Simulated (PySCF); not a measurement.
## Relaxation of singlet SeF₇⁻

These are results of PySCF, PBE0, basis Se def2-SVPD, F def2-SVPD (no relativity, density fitting), not measurements. A (50,194) grid was used.

A hand-made pentagonal bipyramidal start, of D5h symmetry, held to at least that symmetry:

Coordinates in bohr (charge -1 multiplicity 1):
```
Se    0.0000    0.0000    0.0000
F     0.0000    0.0000    3.4015
F     0.0000    0.0000   -3.4015
F     3.4015    0.0000    0.0000
F     1.0511    3.2350    0.0000
F    -2.7519    1.9993    0.0000
F    -2.7518   -1.9994    0.0000
F     1.0512   -3.2350    0.0000
```

Optimiser trace:
| step | E − E(last) (kJ/mol) | largest gradient (Eh/bohr) |
| --- | --- | --- |
| 0 | 18.71 | 0.02910 |
| 1 | 0.02 | 0.00141 |
| 2 | 0.00 | 0.00034 |
| 3 | 0.00 | 0.00000 |

It ends at D5h with Se–F 1.729 Å (×2), Se–F 1.838 Å (×5); F–Se–F 72.0° (×5), F–Se–F 90.0° (×10), F–Se–F 144.0° (×5), F–Se–F 180.0°. The frequency run here used a shortcut that can spoil soft modes, so no verdict on minimum or saddle point is given. Other isomers or separated fragments may lie lower.

Final geometry:
```xyz
8
charge -1 multiplicity 1, angstrom
Se    0.0000    0.0000    0.0000
F     0.0000    0.0000    1.7290
F     0.0000    0.0000   -1.7290
F     1.8377    0.0000    0.0000
F     0.5679    1.7477    0.0000
F    -1.4867    1.0801    0.0000
F    -1.4867   -1.0802    0.0000
F     0.5679   -1.7477    0.0000
```

The relaxation took 14 s on 8 threads of a shared Arm Neoverse V2 host, with 202 basis functions and 4 gradients.
